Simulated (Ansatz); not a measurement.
`C[NH][In]([Cl])[Cl]` + H₂Se → `[Cl][In]([Cl])[SeH]` + CH₃NH₂ at 400 K and 1 bar (ligand exchange at the In–N bond).

Isolated molecules relaxed with PBE0-D4/def2-TZVP in Ansatz; ΔE leaves out vibrations. CCSD(T)/CBS is the MP2 limit (def2-TZVPP, def2-QZVPP) plus CCSD(T) − MP2 in def2-TZVPP, frozen cores. Elements past krypton have def2 core potentials. For In, Se outer-core shells are correlated without core-valence functions, which leaves a few kJ/mol of doubt a bond. Scalar relativity is left out up to krypton. One conformer a species, not always the lowest.

| species | CCSD(T)/CBS energy (Eh) | H − E (kJ/mol) | S (J/(mol·K)) |
| --- | --- | --- | --- |
| `C[NH][In]([Cl])[Cl]` | -1204.63611 | 182.3 | 431.5 |
| H₂Se | -2401.89790 | 49.4 | 229.5 |
| `[Cl][In]([Cl])[SeH]` | -3510.81908 | 57.2 | 406.5 |
| CH₃NH₂ | -95.75281 | 185.4 | 256.0 |

H − E and S are ideal-gas, rigid-rotor, harmonic terms from PBE0-D4/def2-TZVP, for one conformer and one mirror image of each species. 1 Eh = 2625.50 kJ/mol, R = 8.31446 J/(mol·K).

Question: By hand: ΔE, ΔH, ΔS and ΔG.

Answer: ΔE = (-3510.81908) + (-95.75281) − (-1204.63611) − (-2401.89790) = -0.03788 Eh = -99.5 kJ/mol. Δ(H − E) = 57.2 + 185.4 − 182.3 − 49.4 = 10.9, so ΔH = -88.6 kJ/mol. ΔS = 406.5 + 256.0 − 431.5 − 229.5 = 1.5 J/(mol·K). ΔG = -88.6 − 400 × (1.5)/1000 = -89.2 kJ/mol.

Question: By hand: the equilibrium constant, and the temperature at which ΔG would vanish if ΔH and ΔS stayed fixed.

Answer: log₁₀ K = −ΔG/(RT ln 10) = 11.6. ΔH and −TΔS have one sign here, so there is no such temperature. One of them is within its doubt of zero, so this could turn.

The number of gas molecules stays the same, so ΔS is small and ΔH decides. A doubt of 5 kJ/mol in ΔE shifts log₁₀ K by 0.7 here. Other conformers and mirror images would add mixing entropy, several J/(mol·K) or more a flexible species. These are equilibria of isolated gas molecules and say nothing of rates. Largest T1 diagnostic: 0.013 (customary marks: 0.02 for closed shells, 0.045 for open ones).
